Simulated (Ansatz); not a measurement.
Ansatz results at the PBE0-D4/def2-TZVP geometry: size of the dipole moment (ωB97M-V/def2-TZVPP) 2.29 D; HOMO energy (PBE0/def2-TZVPP) -7.49 eV; HOMO–LUMO gap (ωB97M-V/def2-TZVPP) 11.45 eV.

Each molecule was computed in one conformer, which needn't be the lowest.

**Question.** Which molecule gave them?
A. `[CH3][Zn][S][Si](Cl)(Cl)Cl`
B. `CCSc1ccccc1`
C. `CCSC`
D. `C=CCSC(F)(F)F`

**Answer.** D. The others give `[CH3][Zn][S][Si](Cl)(Cl)Cl`: 2.05, -7.89, 10.86; `CCSC`: 1.56, -6.22, 11.13; `CCSc1ccccc1`: 1.40, -6.02, 9.72.
